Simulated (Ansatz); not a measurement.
A structure relaxed at PBE0-D4/def2-SVP in Ansatz, charge 0, singlet:

```xyz
4

Ta   -0.793   -0.814    0.887
Ta    0.337    1.192    0.739
P    -0.773    0.344   -1.218
P     1.230   -0.722   -0.408
```

(1) Give its formula and point group.

(2) Summarise the bond lengths by kind (pairs closer than 1.2 times the sum of covalent radii, bridged metal pairs left out).

Results:

(1) Ta2P2 (the lowest singlet isomer of a short search). Point group C2v (tolerance 0.1 Å).

(2) 4 × P–Ta 2.40 Å; 1 × P–P 2.41 Å.

In the def2 sets Ta takes a core potential; there is no spin–orbit coupling. The structure comes from a short search, and lower isomers may exist.
